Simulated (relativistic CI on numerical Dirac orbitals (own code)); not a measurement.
Te⁷⁺: q coefficients and field-shift factors

Calculated at this level of theory: Dirac-Coulomb-Breit CI, separate exchange-only KLI orbitals for each configuration, derivatives by finite differences, unscaled Slater integrals, QED left out (own radial code, finite nucleus).

CI space (outside the closed core [Ar] 3d10): 4s2 4p6 4d9, 4s2 4p6 4d8 5s, 4s2 4p6 4d8 4f, 4s2 4p5 4d10, 4s2 4p6 4d8 5p, 4s2 4p6 4d7 5s2, 4s 4p6 4d10, 4s2 4p6 4d7 5s 5p. Levels of other configurations are missing.

With x = (α/α₀)² − 1 an excitation energy changes as ω = ω₀ + qx; K = 2q/ω₀ is the relative enhancement. Terms are leading LS components, so labels can repeat. The field-shift factor is F = δν/δ⟨r²⟩ for the transition from the lowest level.

Lowest level 4s2 4p6 4d9 2D_5/2.

| Level | ω₀ (cm⁻¹) | q (cm⁻¹) | K | F (GHz/fm²) |
| --- | --- | --- | --- | --- |
| 4s2 4p6 4d9 2D_3/2 | 12060 | 11850 | 1.97 | 0.161 |
| 4s2 4p6 4d8 5s 4F_9/2 | 348098 | -41480 | -0.238 | 30.3 |
| 4s2 4p6 4d8 5s 4F_7/2 | 353546 | -38250 | -0.216 | 30 |
| 4s2 4p6 4d8 5s 4F_5/2 | 360092 | -31290 | -0.174 | 30.4 |
| 4s2 4p6 4d8 5s 4F_3/2 | 362112 | -32710 | -0.181 | 30.3 |
| 4s2 4p6 4d8 5s 2F_7/2 | 364386 | -32460 | -0.178 | 29.3 |
| 4s2 4p6 4d8 5s 2F_5/2 | 367499 | -38860 | -0.211 | 29.7 |
| 4s2 4p6 4d8 5s 2F_5/2 | 375145 | -29140 | -0.155 | 29.8 |
| 4s2 4p6 4d8 5s 4P_3/2 | 375947 | -33160 | -0.176 | 30.1 |
| 4s2 4p6 4d8 5s 4P_1/2 | 379984 | -32810 | -0.173 | 30.5 |
| 4s2 4p6 4d8 5s 4P_3/2 | 382249 | -28920 | -0.151 | 30.3 |
| 4s2 4p6 4d8 5s 2D_5/2 | 387523 | -21120 | -0.109 | 30.2 |
| 4s2 4p6 4d8 5s 2G_9/2 | 389426 | -31720 | -0.163 | 30.1 |

At this charge configurations can still be misplaced by up to about 7 % of their energy. Levels and lines within the n = 5 or 6 shells can be off by up to 10 % or somewhat more, and those that change n by about 2 %, since core polarisation is missing.
